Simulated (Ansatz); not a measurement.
## Ansatz (development build ahead of 0.2.0) run

```yaml
crystal:
  periodic: [false, false, false]
  atoms:
    - { symbol: C, position_ang: [0.88674, 0.88674, 0.88674] }
    - { symbol: C, position_ang: [0.88674, -0.88674, -0.88674] }
    - { symbol: C, position_ang: [-0.88674, 0.88674, -0.88674] }
    - { symbol: C, position_ang: [-0.88674, -0.88674, 0.88674] }
    - { symbol: C, position_ang: [1.76952, 0.0, 0.0] }
    - { symbol: C, position_ang: [-1.76952, 0.0, 0.0] }
    - { symbol: C, position_ang: [0.0, 1.76952, 0.0] }
    - { symbol: C, position_ang: [0.0, -1.76952, 0.0] }
    - { symbol: C, position_ang: [0.0, 0.0, 1.76952] }
    - { symbol: C, position_ang: [0.0, 0.0, -1.76952] }
    - { symbol: H, position_ang: [1.5237, 1.5237, 1.5237] }
    - { symbol: H, position_ang: [1.5237, -1.5237, -1.5237] }
    - { symbol: H, position_ang: [-1.5237, 1.5237, -1.5237] }
    - { symbol: H, position_ang: [-1.5237, -1.5237, 1.5237] }
    - { symbol: H, position_ang: [2.42812, -0.6264, 0.6264] }
    - { symbol: H, position_ang: [2.42812, 0.6264, -0.6264] }
    - { symbol: H, position_ang: [-2.42812, -0.6264, -0.6264] }
    - { symbol: H, position_ang: [-2.42812, 0.6264, 0.6264] }
    - { symbol: H, position_ang: [0.6264, 2.42812, -0.6264] }
    - { symbol: H, position_ang: [-0.6264, 2.42812, 0.6264] }
    - { symbol: H, position_ang: [0.6264, -2.42812, 0.6264] }
    - { symbol: H, position_ang: [-0.6264, -2.42812, -0.6264] }
    - { symbol: H, position_ang: [-0.6264, 0.6264, 2.42812] }
    - { symbol: H, position_ang: [0.6264, -0.6264, 2.42812] }
    - { symbol: H, position_ang: [-0.6264, -0.6264, -2.42812] }
    - { symbol: H, position_ang: [0.6264, 0.6264, -2.42812] }
basis:
  gaussian: { orbitals: def2-SVP }
hamiltonian:
  xc: hf
correlation:
  method: mp2
  frozen_orbitals: { C: 1, H: 0 }
scf:
  omitted_lower_state_checks: [starts, atomic_configurations, cluster_reference, orbital_swaps, given_window_search, neighbouring_geometries, increment]
```

The input is written out in the form of the current development build from the run's settings.

Output:

```yaml
Converged: yes
Reference_energy: -387.74595 hartree
Correlation_energy: -1.40486 hartree
Total_energy: -389.15081 hartree
Stability_test: minimum among restricted orbitals
```
